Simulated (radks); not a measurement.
Excited configurations of I I: one electron is placed in a higher orbital outside [Kr] 4d10 5s2 5p4. The ground configuration is [Kr] 4d10 5s2 5p5. All-electron calculation, scalar-relativistic Kohn-Sham, PBE, spin-polarised, spherical densities, point nucleus; open shells are filled with parallel spins first (spin-orbit coupling, left out, can overturn this in heavy ions). Program: a radial shooting solver on a logarithmic mesh with Libxc functionals. Excitation = E - E(ground); binding = E(ion) - E, where the ion is the core of charge +1; n* = 1/sqrt(2 binding) in atomic units, and the quantum defect is n - n*.

| outer orbital | excitation (eV) | binding (eV) | n* | quantum defect | eigenvalue (eV) |
|---|---|---|---|---|---|
| 5f | 9.872 | 0.680 | 4.472 | 0.528 | -0.405 |
| 6p | 8.058 | 2.495 | 2.335 | 3.665 | -1.386 |
| 6d | 9.196 | 1.357 | 3.167 | 2.833 | -0.749 |
| 6f | 10.054 | 0.499 | 5.223 | 0.777 | -0.321 |
| 7p | 9.179 | 1.373 | 3.147 | 3.853 | -0.839 |

The Delta-SCF ionisation energy is 10.552 eV (NIST Atomic Spectra Database: 10.451 eV, measured). Self-interaction in the functional shifts the binding energies and quantum defects, so they are the method's values and not measured ones. Open shells are spherical and high-spin; term and fine-structure splittings are not resolved. Spin-orbit splitting is averaged out at the scalar-relativistic level.
